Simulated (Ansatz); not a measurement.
Ansatz (a program for electronic structure) input:

Ansatz 0.2 input:
```yaml
crystal:
  periodic: [false, false, false]
  atoms:
    - {symbol: Si, position_ang: [-0.65856624, -0.49073567, -0.29191288]}
    - {symbol: O, position_ang: [1.03436922, -0.58451746, -0.11718475]}
    - {symbol: H, position_ang: [-1.09717666, -0.06111587, 1.12779615]}
    - {symbol: H, position_ang: [-0.82667742, 0.89825333, -0.95186011]}
    - {symbol: H, position_ang: [1.44607153, 0.18397671, 0.28968101]}
basis:
  gaussian:
    orbitals: def2-TZVP
hamiltonian:
  xc: b3lyp
  dispersion: d3bj
total_charge: -1
relax: {f_tol: 0.002, max_steps: 150}
```

### Question
Predict the final energy.

### Answer
-366.61075 Eh (B3LYP-D3(BJ)/def2-TZVP). The basis has 86 functions.

It need not be the lowest isomer of its formula. Whether it binds its extra electron was not tested at this geometry.
